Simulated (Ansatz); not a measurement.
Molecule: BI2, charge 0, multiplicity 2. It need not be the lowest isomer of its formula. 
Structure (B3LYP-D3(BJ)/def2-TZVP (Ansatz, an electronic-structure program) minimum search):
```
B
I 1 2.1018
I 1 2.1018 2 128.46
```
Charge 0, spin multiplicity 2.

Basis-set convergence of Hartree-Fock and CCSD correlation energies (hartree) with Ansatz. Valence correlation only, unless marked. Open shells are spin-unrestricted. No spin-orbit coupling. Frozen are the shells of the preceding noble gas and the d and f shells that filled before the atom's block. In def2 rows, elements after Kr have scalar-relativistic effective core potentials.

```tsv
basis	functions	E(HF)	E(corr, CCSD)
def2-SVP	66	-617.95569	-0.28009
def2-TZVPP	131	?	?
```

**Question.** What belongs in the gaps?

**Answer.** 
- def2-TZVPP, E(HF): -618.00198
- def2-TZVPP, E(corr, CCSD): -0.37857
